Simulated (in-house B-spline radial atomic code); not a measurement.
A calculation on the zinc ion Zn²⁺: its settings, and results tabulated from the run. All numbers are computed (non-relativistic PBE, spin-polarised, spherical fractional occupations; point nucleus, inside a hard spherical wall at 1.91 bohr) with an all-electron radial atomic-structure program (B-spline basis), not measured.

Command:
```bash
python run_scf.py task.json out
```
Settings:
```
Z                30
configuration    [Ar] 3d10
hamiltonian      nr
method           pbe,pbe
spin_polarised   True
wall_radius      1.91
```

Output (hartree, bohr):
```
 radial grid: 38 intervals, B-splines of order 8, outer radius 1.91 bohr

 iter        energy (Eh)    residual
    1       -1775.744881    3.80e-01
    2       -1776.127208    7.66e-02
    3       -1776.223981    2.06e-02
    4       -1776.225747    9.23e-03
    5       -1776.226036    1.69e-03
    6       -1776.226044    1.91e-04
    7       -1776.226045    1.65e-05
    8       -1776.226045    1.65e-07

 total energy                     -1776.22605
 kinetic                            1786.2815
 electron-nucleus                  -4264.3803
 Hartree                             773.4856
 exchange-correlation                -71.6128

 orbital      occ     eigenvalue          <r>       <r^2>       <1/r>       r_max
 1s up      1.000      -345.4739    0.0511052  0.00349953      29.509     0.03371
 1s down    1.000      -345.4739    0.0511052  0.00349953      29.509     0.03371
 2s up      1.000       -41.4104      0.22988   0.0622793     6.43268      0.1925
 2s down    1.000       -41.4104      0.22988   0.0622793     6.43268      0.1925
 2p up      3.000       -36.4730     0.199781    0.048888     6.39933      0.1535
 2p down    3.000       -36.4730     0.199781    0.048888     6.39933      0.1535
 3s up      1.000        -4.6715     0.697346    0.558062     2.01686      0.6028
 3s down    1.000        -4.6715     0.697346    0.558062     2.01686      0.6028
 3p up      3.000        -3.1027     0.717219    0.597614     1.89656       0.604
 3p down    3.000        -3.1027     0.717219    0.597614     1.89656       0.604
 3d up      5.000        -0.3711     0.756255    0.678229     1.64536      0.5765
 3d down    5.000        -0.3711     0.756255    0.678229     1.64536      0.5765
```

Cost of the run: 0.09 s on 1 thread of Arm Neoverse N1 (shared host).
